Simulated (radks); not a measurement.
The numbers below are computed, except where a source is named.
The tin ion Sn3+, configuration [Kr] 4d9 5s2 (not the ground configuration). Code: a radial shooting solver on a logarithmic mesh with Libxc functionals. Model: scalar-relativistic Kohn-Sham, BLYP, spin-polarised, spherical densities, finite nucleus; open shells are filled with parallel spins first (spin-orbit coupling, left out, can overturn this in heavy ions); Fermi nuclear charge, rms radius 4.6519 fm.

Normalised radial functions P(r) = r R(r), r in bohr:

r,4s down
0.004681,0.1909
0.006194,0.2271
0.00813,0.2608
0.01076,0.2874
0.01423,0.2953
0.01883,0.2702
0.02492,0.1959
0.03297,0.0609
0.04362,-0.1296
0.05726,-0.3308
0.07576,-0.4724
0.1002,-0.4347
0.1326,-0.1425
0.1755,0.3303
0.2322,0.7014
0.3072,0.6143
0.4033,-0.0073
0.5336,-0.8419
0.706,-1.2929
0.9341,-1.1145
1.236,-0.6166
1.635,-0.2193
2.164,-0.0470
2.84,-0.0058
3.758,-0.0003
4.972,0.0000
6.579,0.0000

4s down: eigenvalue -169.00 eV, 3 radial nodes at r = 0.0363, 0.145, 0.402 bohr, <r> = 0.814 bohr, 90 % of the charge inside 1.18 bohr.
